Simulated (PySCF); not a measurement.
## I⁺ (iodine, charge +1) across methods

[Kr] 4d10 5s1 5p4 5d1, one real determinant (an excited configuration). Computed with PySCF 2.14 in aug-cc-pVDZ-PP with ECP28MDF, with a scalar-relativistic core potential.

```csv
method,E (hartree),mean ε 5p α (eV),mean ε 5p β (eV),mean ε 5d α (eV),Σ⟨r²⟩ (bohr²),⟨S²⟩
PBE,-294.4964,-18.437,-16.182,-5.911,54.14,6.001
LDA,-294.0612,-18.554,-16.412,-5.814,54.25,6.001
TPSSh,-294.4186,-19.142,-16.490,-6.218,54.17,6.002
UHF,-293.55242,-23.699,-18.121,-8.642,54.81,6.008
M06,-294.5587,-19.514,-16.954,-6.523,54.06,6.001
r2SCAN,-294.6293,-19.057,-16.265,-5.940,54.17,6.003
B3LYP,-294.5893,-19.482,-17.030,-6.376,54.26,6.002
PBE0,-294.5221,-19.941,-17.009,-6.705,54.14,6.002
revPBE,-294.5633,-18.413,-16.102,-5.927,54.11,6.001
```

⟨L²⟩ = 8.00 against 12 for a pure F term, so this real determinant mixes terms. Energies and moments cover only the electrons outside the core potential. The outer electron is Rydberg-like, and this basis confines it to a smaller radius and binds it less than a complete one would.
